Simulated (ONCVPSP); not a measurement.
**Which change was made? (Al, ONCV)**

- Element: aluminium (Al)
- Generator: ONCVPSP 4.0.1
- Type: optimised norm-conserving Vanderbilt (ONCV)
- Functional: PBE
- Relativity: scalar-relativistic
- Frozen core: [Ne]
- Valence charge: 3
- Reference configuration: 3s2 3p1
- Partial waves: 3s: rc 1.65 bohr, ncon 3, nbas 6, qcut 5 1/bohr, 3 projectors, debl 0.3 Ha; 3p: rc 1.75 bohr, ncon 4, nbas 9, qcut 5.6 1/bohr, 2 projectors, debl 3.4 Ha; d scattering state at 0.28 Ha: rc 1.45 bohr, ncon 5, nbas 8, qcut 7.2 1/bohr, 1 projector
- Local potential: polynomial inside 1.05 bohr (lpopt 5, dvloc0 1 Ha)
- Core correction: Teter function, fcfact 6, rcfact 1.3

Cutoffs, loose and tight: the cutoffs (Ha) at which the residual kinetic energy of the hardest occupied pseudo-wave falls to 1 and 0.1 mHa per electron. They do not see the model core or the augmentation charge, which bear on the density cutoff. Test errors are all-electron minus pseudo excitation energies from the reference, over the configurations 3s2 3p0; 3s1 3p0; 3s2 3p0.5; 3s1 3p2; variants that change the core or the reference have their own tests.

The base gives: outcome: generated; cutoff, loose: 5.8 Ha; cutoff, tight: 14 Ha; bound ghosts: s; GHOST(+) flags above zero: s; largest test error (meV): +20.

(1) After one change the result is: outcome: generated; cutoff, loose: 5.8 Ha; cutoff, tight: 14 Ha; bound ghosts: s; GHOST(+) flags above zero: s; largest test error (meV): -367. Which change was it?
A. all radii but the core radius scaled by about 1.19 (s 1.96, p 2.08, d 1.72 bohr); local potential polynomial inside 1.24 bohr (lpopt 5, dvloc0 1 Ha)
B. core correction Teter function, fcfact 6, rcfact 1.92
C. core correction Teter function, fcfact 1.5, rcfact 1.6
D. p: qcut 7.2

## Answers

(1) B. The others give: p: qcut 7.2 → outcome: generated; cutoff, loose: 14 Ha; cutoff, tight: 19 Ha; bound ghosts: s; GHOST(+) flags above zero: s, p; largest test error (meV): +20 | all radii but the core radius scaled by about 1.19 (s 1.96, p 2.08, d 1.72 bohr); local potential polynomial inside 1.24 bohr (lpopt 5, dvloc0 1 Ha) → outcome: generated; cutoff, loose: 6.4 Ha; cutoff, tight: 8.5 Ha; bound ghosts: s; GHOST(+) flags above zero: none; largest test error (meV): +26 | core correction Teter function, fcfact 1.5, rcfact 1.6 → outcome: generated; cutoff, loose: 5.8 Ha; cutoff, tight: 14 Ha; bound ghosts: s; GHOST(+) flags above zero: s; largest test error (meV): -28.
